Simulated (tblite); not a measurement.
Compound: C4H5F5O.
Numbering: `[CH3:1][O:2][CH2:3][C:4]([F:5])([F:6])[C:7]([F:8])([F:9])[F:10]` (hydrogens: H11, H12, H13 on C1; H14, H15 on C3)

Structure used (GFN2-xTB), in Å, numbered top down from 1:
```xyz
15
C4H5F5O angstrom
C     -2.557   -0.199   -0.281
O     -1.438    0.387    0.344
C     -0.227   -0.158   -0.085
C      0.906    0.551    0.659
F      0.902    1.879    0.420
F      0.793    0.400    1.995
C      2.290   -0.008    0.231
F      2.475    0.152   -1.083
F      2.365   -1.319    0.479
F      3.296    0.583    0.858
H     -2.616   -1.271   -0.066
H     -3.427    0.306    0.132
H     -2.526   -0.052   -1.367
H     -0.076   -0.008   -1.166
H     -0.165   -1.235    0.141
```

Computed values, GFN2-xTB/tblite, gas phase, harmonic and unscaled. Errors from tens to a few hundred cm⁻¹ against measured bands are possible. One conformer, not necessarily the lowest.

Harmonic wavenumbers (cm⁻¹): 41.6, 58.5, 78.8, 102.7, 180.0, 211.4, 227.0, 304.1, 313.9, 333.0, 348.0, 401.9, 474.1, 531.7, 547.4, 656.6, 789.2, 936.6, 961.3, 1020.6, 1096.1, 1107.3, 1114.4, 1126.1, 1134.5, 1170.1, 1174.2, 1209.0, 1226.7, 1337.6, 1401.0, 1449.9, 1460.7, 1478.7, 2854.6, 2879.4, 2921.0, 2938.1, 3048.9.

A = 2301, B = 837.2, C = 789.5 MHz; mass 164.026 u (most abundant isotopes); point group Cs, symmetry number 1.

Problem. What is the zero-point energy?

Solution. Half the sum of the wavenumbers: 20323 cm⁻¹ = 58.11 kcal/mol.

Problem. Entropy at 298.15 K, 1 bar (ideal gas, RRHO, classical rotation)?

Solution. Translation 41.22, rotation 29.74, vibration 32.68: S = 103.6 cal/(mol K).

Problem. And Cp and H(298.15 K) − H(0)?

Solution. Cp = 38.38 cal/(mol K), of which vibrations give 30.43 (their classical limit is 39 R = 77.5); H(298.15 K) − H(0) = 7.32 kcal/mol without the zero-point energy, 4.95 from vibrations.

Problem. What must be added to the electronic energy to get the Gibbs energy at 298.15 K and 1 bar?

Solution. ZPE + [H(298.15 K) − H(0)] − T·S = 58.11 + 7.32 − 30.90 = 34.53 kcal/mol.

Problem. Which modes carry the vibrational entropy at 298.15 K?

Solution. 41.6 cm⁻¹: 5.18; 58.5 cm⁻¹: 4.51; 78.8 cm⁻¹: 3.92; 102.7 cm⁻¹: 3.40; 180.0 cm⁻¹: 2.33; 211.4 cm⁻¹: 2.03 cal/(mol K); the other 33 give 11.31 together.

Hindered rotation and anharmonicity are outside this model. Other conformers, if any are populated, would add a mixing term that is left out.

Hardware: one thread of an Arm Neoverse V2, no GPU, shared host. This covers the Hessian and the dipole derivatives.
